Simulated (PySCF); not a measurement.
Species: 2-(trifluoroacetyl)thiophene, C₆H₃F₃OS.
Atom-mapped SMILES: `[O:1]=[C:2]([c:3]1[cH:4][cH:5][cH:6][s:7]1)[C:8]([F:9])([F:10])[F:11]` (hydrogens: H12 on C4; H13 on C5; H14 on C6)

Computed with PySCF at wB97X-D/def2-SVPD, non-relativistic, on one gas-phase PBE0-D3(BJ)/def2-SVP geometry that isn't relaxed in the solvent. The solvent is an IEF-PCM continuum (Bondi radii, 1.10 Å for H, scaled by 1.2), and excitations are vertical TDDFT with non-equilibrium linear response and a frozen core. Specific hydrogen bonds and non-electrostatic terms are outside this model.

Gas-phase singlets (H = HOMO, L = LUMO):

```
state  E (eV)  λ (nm)      f  leading configuration
   S1   4.074     304  0.000              H-2→L 90%
   S2   4.657     266  0.176                H→L 79%
   S3   4.979     249  0.159              H-1→L 79%
   S4   6.744     184  0.000              H→L+2 45%
   S5   6.767     183  0.001              H-3→L 90%
```

**Question.** Give the list for benzene (ε = 2.271), n² = 2.25.

**Answer.** 
| state | E (eV) | λ (nm) | f | leading configuration | change by rank (eV) |
| --- | --- | --- | --- | --- | --- |
| S1 | 4.150 | 299 | 0.000 | H-2→L 90% | +0.076 |
| S2 | 4.505 | 275 | 0.252 | H→L 86% | -0.152 |
| S3 | 4.839 | 256 | 0.196 | H-1→L 87% | -0.140 |
| S4 | 6.712 | 185 | 0.002 | H-3→L 91% | -0.032 |
| S5 | 6.755 | 184 | 0.000 | H→L+2 33% | -0.012 |

**Question.** How does the list change in chloroform (ε = 4.711)?

**Answer.** 
```csv
state,E (eV),λ (nm),f,leading configuration,change by rank (eV)
S1,4.199,295,0.000,H-2→L 91%,+0.125
S2,4.479,277,0.245,H→L 85%,-0.178
S3,4.812,258,0.197,H-1→L 86%,-0.167
S4,6.686,185,0.002,H-3→L 91%,-0.058
S5,6.764,183,0.000,H→L+2 30%,-0.003
```

**Question.** The ground-state energy changes by -0.166 eV from gas to chloroform. By how much does the total energy of gas-phase S1 change?

**Answer.** E(S1) = E(S0) + excitation energy, so it changes by -0.166 + 0.125 = -0.041 eV: it is lowered less than the ground state, which is what a blue shift means. This is the vertical state, with the slow part of the continuum still set for S0.

**Question.** How do the frontier levels move from gas to chloroform?

**Answer.** 
| orbital | gas (eV) | solvent (eV) | change (eV) |
| --- | --- | --- | --- |
| LUMO+2 | 1.73 | 1.98 | +0.25 |
| LUMO+1 | 1.62 | 1.76 | +0.14 |
| LUMO | -0.94 | -0.87 | +0.07 |
| HOMO | -9.54 | -9.37 | +0.17 |
| HOMO-1 | -9.89 | -9.71 | +0.18 |
| HOMO-2 | -10.42 | -10.49 | -0.07 |
| HOMO-3 | -12.51 | -12.34 | +0.17 |

The HOMO–LUMO gap goes from 8.59 to 8.50 eV.

The values belong to the conformer `[O:1]=[C:2]([c:3]1[cH:4][cH:5][cH:6][s:7]1)[C:8]([F:9])([F:10])[F:11]`: O1–C2–C3–C4 179°, O1–C2–C8–F9 0°.

Note: wB97X-D ran without an empirical dispersion term, which enters the total energy and its gradient alone.
